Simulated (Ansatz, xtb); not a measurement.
A geometry optimisation of C3H5AlClN with r2SCAN-D4/def2-SVP

The starting geometry of this gas-phase singlet was built from a drawn formula by distance geometry and a force field; its bonds are those of `N#C[CH2][AlH][CH2]Cl`.

```json
{"atom": "C", "x (Å)": "-1.9681", "y (Å)": "-0.3426", "z (Å)": "0.7545"}
{"atom": "C", "x (Å)": "-1.6490", "y (Å)": "1.0595", "z (Å)": "0.4176"}
{"atom": "C", "x (Å)": "1.5258", "y (Å)": "0.8851", "z (Å)": "1.7557"}
{"atom": "Al", "x (Å)": "0.3407", "y (Å)": "1.2244", "z (Å)": "0.2182"}
{"atom": "Cl", "x (Å)": "1.3400", "y (Å)": "-0.8344", "z (Å)": "2.2537"}
{"atom": "N", "x (Å)": "-2.2111", "y (Å)": "-1.4151", "z (Å)": "1.0906"}
{"atom": "H", "x (Å)": "-1.9768", "y (Å)": "1.7358", "z (Å)": "1.2258"}
{"atom": "H", "x (Å)": "-2.1333", "y (Å)": "1.2665", "z (Å)": "-0.5171"}
{"atom": "H", "x (Å)": "0.9588", "y (Å)": "1.7803", "z (Å)": "-1.1836"}
{"atom": "H", "x (Å)": "2.5750", "y (Å)": "1.0755", "z (Å)": "1.4431"}
{"atom": "H", "x (Å)": "1.2821", "y (Å)": "1.5923", "z (Å)": "2.5963"}
```

Q: Where would you expect an optimisation with r2SCAN-D4/def2-SVP to take it?

A: A new bond forms, giving a structure with Cl5 bridging C3 and Al4, given below by its coordinates. Contacts that close: Al4–Cl5 (3.06 → 2.43 Å).

The energy falls by 0.45 eV over 29 steps:

```tsv
step	E − E(last) (eV)
1	0.450
4	0.163
7	0.035
10	0.019
13	0.018
17	0.009
20	0.002
23	0.001
26	0.000
29	0.000
```

Final geometry (Å):

```tsv
atom	x (Å)	y (Å)	z (Å)
C	-2.2043	-0.3069	0.3798
C	-1.5680	0.9501	0.7001
C	1.6048	1.4200	1.6921
Al	0.3710	0.8478	0.2719
Cl	1.4243	-0.4426	2.0344
N	-2.6520	-1.3479	0.1045
H	-1.7104	1.1817	1.7701
H	-2.0446	1.7630	0.1226
H	0.9053	0.4758	-1.1639
H	2.6789	1.5748	1.5245
H	1.2791	1.9115	2.6186
```

From the same start GFN2-xTB reaches the same bonding as this run.

The end wasn't checked by frequencies. Run with Ansatz 0.2.0, 77 s on 2 threads of Intel(R) Xeon(R) Platinum 8375C CPU @ 2.90GHz (Ice Lake) (shared host).
